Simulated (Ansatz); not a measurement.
Calculated with Ansatz (gas phase, PBE0-D4/def2-TZVP geometries, no zero-point term in ΔE). CCSD(T)/CBS is the MP2 limit (def2-TZVPP, def2-QZVPP) plus CCSD(T) − MP2 in def2-TZVPP, frozen cores. DFT in def2-TZVPP. For Ga outer-core shells are correlated without core-valence functions, which leaves a few kJ/mol of doubt a bond. Scalar relativity is left out up to krypton. Each species was taken in one conformer, which may not be the lowest.

Reaction (cleavage of the B–Si bond): `B[SiH2]OC` + `[SH][GaH][Cl]` → `B[S][GaH][Cl]` + `CO[SiH3]`

```json
{"level": "PBE-D4", "ΔE (kJ/mol)": "-109.1", "difference from CCSD(T)/CBS": "2.1"}
{"level": "CAM-B3LYP-D4", "ΔE (kJ/mol)": "-108.8", "difference from CCSD(T)/CBS": "2.4"}
{"level": "ωB97M-V", "ΔE (kJ/mol)": "-111.2", "difference from CCSD(T)/CBS": "0.0"}
{"level": "BLYP", "ΔE (kJ/mol)": "-107.5", "difference from CCSD(T)/CBS": "3.7"}
{"level": "r2SCAN", "ΔE (kJ/mol)": "-111.0", "difference from CCSD(T)/CBS": "0.2"}
{"level": "LC-ωPBE", "ΔE (kJ/mol)": "-104.8", "difference from CCSD(T)/CBS": "6.4"}
{"level": "CCSD(T)/def2-SVP", "ΔE (kJ/mol)": "-119.0", "difference from CCSD(T)/CBS": "-7.8"}
{"level": "HF/def2-TZVPP", "ΔE (kJ/mol)": "-104.3", "difference from CCSD(T)/CBS": "6.9"}
{"level": "CCSD/def2-TZVPP", "ΔE (kJ/mol)": "-108.3", "difference from CCSD(T)/CBS": "2.9"}
{"level": "HF/def2-QZVPP", "ΔE (kJ/mol)": "-104.2", "difference from CCSD(T)/CBS": "7.0"}
{"level": "CCSD(T)/CBS", "ΔE (kJ/mol)": "-111.2", "difference from CCSD(T)/CBS": "0"}
```

(1) What do rigid-rotor, harmonic-oscillator terms from PBE0-D4/def2-TZVP frequencies (298.15 K, 1 bar) make of the CCSD(T)/CBS value? (Best estimate.)

Largest T1 diagnostic among the species: 0.013.

Answers

(1) The calculation gave: ΔZPE = +4.5 kJ/mol, ΔH = -107.6 kJ/mol, ΔS = -5 J/(mol·K), ΔG = -106.0 kJ/mol. Modes under 50 cm⁻¹ make the entropy rough.

In def2-TZVPP, CCSD(T) changes the Hartree–Fock value by −7.5 kJ/mol (the triples alone add −3.5 kJ/mol) and MP2 by −17.2 kJ/mol. Leaving LDA and LC-ωPBE aside and taking each functional with its dispersion term where it has one, the values, not all of them listed here, spread over 7.2 kJ/mol, from PBE-QIDH to ωB97X-V. LDA lies −4.5 kJ/mol from PBE without D4. At CCSD(T), def2-SVP lies −7.8 kJ/mol from the extrapolated value and def2-TZVPP −0.6 kJ/mol.
